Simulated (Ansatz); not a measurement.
Molecule: hydrogen iodide, HI, net charge 0, singlet state. 
Geometry from a B3LYP-D3(BJ)/def2-TZVP (Ansatz, a first-principles code) optimisation:
```xyz
2

I      0.0000     0.0000    -0.0299
H      0.0000     0.0000     1.5855
```

Basis-set convergence of Hartree-Fock and CCSD correlation energies (hartree) with Ansatz. Correlated levels leave the core frozen unless marked. No spin-orbit coupling. Frozen are the shells of the preceding noble gas and the d and f shells that filled before the atom's block. Past Kr the def2 sets carry scalar-relativistic core potentials.

```
basis       functions       E(HF)  E(corr, CCSD)
----------  ---------  ----------  -------------
def2-SVP           31  -297.23148       -0.12287
def2-TZVPP         64  -297.24250       -0.16936
def2-QZVPP        112  -297.24396       -0.18801
```

Extrapolating the two largest sets (X = 3 and 4) as X^-3: E(corr) = (64·(-0.18801) - 27·(-0.16936))/37 = -0.2016 Eh, an estimate of the basis-set limit. The largest set recovers 93.2 % of it, the smallest 60.9 %.
